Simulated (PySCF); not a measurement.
B3LYP has the VWN-RPA correlation part, as in Gaussian. 

```xyz
12

C     -1.6433    -1.0311    -0.1003
O     -1.0105     0.1616    -0.4955
Ge     0.7039     0.4329    -0.1412
S      1.2100     0.2311     2.0109
S      1.8633    -1.1419    -1.1911
S      0.9656     2.5160    -0.8298
H     -1.6260    -1.1623     0.9967
H     -1.1781    -1.9209    -0.5613
H     -2.6932    -0.9818    -0.4263
H      0.8806     1.5149     2.2754
H      2.8365    -1.1433    -0.2541
H     -0.3090     2.5248    -1.2834
```

Charge 0, multiplicity 1.

Task: Give the Mulliken and meta-Löwdin atomic charges from B3LYP-D3(BJ)/def2-TZVP // PBE0-D4/def2-SVP in PySCF.

Result: 
```tsv
atom	Mulliken (e)	meta-Löwdin (e)
C1	-0.17	-0.11
O2	-0.41	-0.59
Ge3	0.71	0.88
S4	-0.32	-0.29
S5	-0.32	-0.28
S6	-0.33	-0.28
H7	0.11	0.10
H8	0.11	0.10
H9	0.12	0.12
H10	0.16	0.11
H11	0.16	0.11
H12	0.17	0.12
```
